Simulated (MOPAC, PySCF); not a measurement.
Bond stretch in SMILES C[SiH](C)C (C3H10Si). The Si1–C11 bond (Si1 also carries C, C, H; C11 carries H, H, H) is varied alone, starting from the PBE0/def2-SVP optimised geometry. Each curve is given relative to its own lowest point near equilibrium.

| R / Å | A | B | C |
|---|---|---|---|
| 1.56 | 61.9 | 72.5 | 42.1 |
| 1.66 | 25.2 | 31.8 | 17.8 |
| 1.76 | 6.7 | 10.0 | 4.7 |
| 1.85 | 0.5 | 1.4 | 0.3 |
| 1.88 | 0.0 | 0.2 | 0.0 |
| 1.95 | 1.3 | 0.0 | 1.2 |
| 2.02 | 5.1 | 2.5 | 4.6 |
| 2.15 | 16.8 | 12.0 | 14.7 |
| 2.28 | 31.9 | 25.2 | 28.6 |
| 2.51 | 61.3 | 51.8 | 59.4 |
| 2.72 | 98.8 | 76.0 | 90.5 |
| 3.08 | 137.6 | 112.6 | 138.4 |
| 3.50 | 152.2 | 138.6 | 178.5 |
| 3.97 | 157.1 | 149.5 | 206.6 |
| 4.61 | 158.9 | 154.3 | 227.8 |
| 5.50 | 159.5 | 155.6 | 242.4 |

Energies in mEh.

Question: Match the curves with the methods PM3, restricted, heats of formation (MOPAC 23.2.5); unrestricted B3LYP/3-21G in PySCF; unrestricted MP2 (frozen core)/6-31G*, spherical d (PySCF 2.14.0).

Answer: A is UMP2/6-31G*; B is UKS-B3LYP/3-21G; C is PM3.

The restricted form behind PM3 keeps the bonding electrons paired and can't separate into open-shell fragments. The unrestricted determinant behind UMP2/6-31G* is spin-contaminated at 2.72 to 5.50 Å (<S²> up to 1.0, against 0.00 for a pure singlet). The unrestricted determinant behind UKS-B3LYP/3-21G is spin-contaminated at 3.50 to 5.50 Å (<S²> up to 1.0, against 0.00 for a pure singlet).
